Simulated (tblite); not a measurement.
Species: C6H9PSSi.
Numbering: `[SiH3:1][C@@H:2]1[CH2:3][P:4]1[c:5]1[cH:6][cH:7][s:8][cH:9]1` (hydrogens: H10, H11, H12 on Si1; H13 on C2; H14, H15 on C3; H16 on C6; H17 on C7; H18 on C9)

Cartesian coordinates in Å at the GFN2-xTB level; atoms count from 1:
```
atom  x, y, z in Å
Si1   -3.1739   -0.4286    0.2703
C2    -1.3810    0.1375    0.1054
C3    -0.9439    0.8558   -1.1396
P4    -0.2557   -0.8469   -1.0038
C5     1.3585   -0.4901   -0.2270
C6     1.7719    0.6492    0.5190
C7     3.0546    0.5583    0.9419
S8     3.8049   -0.9101    0.4531
C9     2.3634   -1.4064   -0.3357
H10   -3.9652    0.7151    0.7373
H11   -3.6562   -0.8677   -1.0391
H12   -3.2356   -1.5185    1.2435
H13   -0.9059    0.4608    1.0265
H14   -1.6865    0.9924   -1.9159
H15   -0.2574    1.6889   -1.0582
H16    1.1499    1.4999    0.7338
H17    3.6148    1.2684    1.5179
H18    2.3345   -2.3516   -0.8411
```

Calculated harmonic vibrations of the isolated species, GFN2-xTB (tblite), most abundant isotopes, no scaling. This tight-binding method is rough: wavenumbers can miss measured ones by several per cent, in bad cases by 10 to 20. Modes of hydrogen on silicon can be 10 to 20 % off. One conformer, not necessarily the lowest.

Harmonic wavenumbers (cm⁻¹): 37.5, 79.2, 81.4, 121.8, 169.0, 204.8, 255.8, 327.3, 407.6, 424.5, 508.6, 544.9, 560.6, 609.4, 662.5, 684.4, 738.7, 748.7, 760.4, 772.9, 779.4, 787.6, 810.2, 825.6, 833.9, 862.5, 879.2, 902.3, 993.7, 1011.0, 1081.3, 1091.4, 1141.0, 1172.4, 1234.9, 1335.6, 1424.2, 1430.8, 1521.7, 2235.6, 2269.2, 2275.2, 3000.0, 3038.1, 3047.0, 3122.1, 3157.3, 3157.6.

A = 3065, B = 456.7, C = 440.7 MHz; mass 171.993 u (most abundant isotopes); point group C1, symmetry number 1.

What is the zero-point energy?

Half the sum of the wavenumbers: 27060 cm⁻¹ = 77.37 kcal/mol.

Entropy at 298.15 K, 1 bar (ideal gas, RRHO, classical rotation)?

Translation 41.36, rotation 30.63, vibration 31.34: S = 103.3 cal/(mol K).

And Cp and H(298.15 K) − H(0)?

Cp = 42.10 cal/(mol K), of which vibrations give 34.15 (their classical limit is 48 R = 95.4); H(298.15 K) − H(0) = 7.30 kcal/mol without the zero-point energy, 4.93 from vibrations.

What must be added to the electronic energy to get the Gibbs energy at 298.15 K and 1 bar?

ZPE + [H(298.15 K) − H(0)] − T·S = 77.37 + 7.30 − 30.81 = 53.86 kcal/mol.

Which modes carry the vibrational entropy at 298.15 K?

37.5 cm⁻¹: 5.39; 79.2 cm⁻¹: 3.91; 81.4 cm⁻¹: 3.86; 121.8 cm⁻¹: 3.07; 169.0 cm⁻¹: 2.45; 204.8 cm⁻¹: 2.09 cal/(mol K); the other 42 give 10.57 together.

Blend soft modes into free rotors: weight 1/[1 + (100 cm⁻¹/ν̃)⁴] for the oscillator and the rest for a rotor with moment μB/(μ + B), μ = h/(8π²ν), B = 10⁻⁴⁴ kg m². What vibrational entropy results?

28.54 cal/(mol K) in place of 31.34, which changes −T·S at 298.15 K by +0.83 kcal/mol.

How do the functions run with temperature in this model?

```csv
T (K),S (cal/(mol K)),Cp (cal/(mol K)),H − H(0) (kcal/mol),G − H(0) (kcal/mol),ln q(vib)
100,72.8,19.0,1.34,-5.94,2.01
200,89.1,29.9,3.76,-14.06,4.75
300,103.6,42.3,7.37,-23.70,7.51
500,130.0,61.1,17.87,-47.13,13.13
800,162.4,76.4,38.75,-91.19,21.18
1000,180.2,82.6,54.68,-125.49,26.08
```

q(vib) and H(0) count from the zero-point level.

Hindered rotation and anharmonicity are outside this model. Other conformers, if any are populated, would add a mixing term that is left out. The structure is chiral; the term R ln 2 for an equal mix with its mirror image is left out.
